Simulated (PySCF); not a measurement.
# BeF₂: PBE0 against B3LYP

Base calculation in PySCF with density fitting and no spin–orbit coupling, PBE0/def2-TZVP (no relativity): singlet, D∞h, Be–F 1.378 Å (×2); wavenumbers 343 (×2), 725, 1572 cm⁻¹; gap between the highest occupied and lowest empty levels 11.06 eV, polar-tensor charge of Be 1.30 e, atomisation energy (no zero-point energy) 1247 kJ/mol.

What changes on going to B3LYP/def2-TZVP (no relativity)?

The point group stays the same. Changes: mean bond to Be +0.003 Å, highest wavenumber -12 cm⁻¹, lowest wavenumber +3 cm⁻¹, gap between the highest occupied and lowest empty levels -0.65 eV, polar-tensor charge of Be -0.02 e, atomisation energy (no zero-point energy) +17 kJ/mol. The new structure has Be–F 1.381 Å (×2), with wavenumbers 346 (×2), 719, 1560 cm⁻¹.

Each species is the lowest minimum found with this bonding; other isomers or fragments can lie lower.
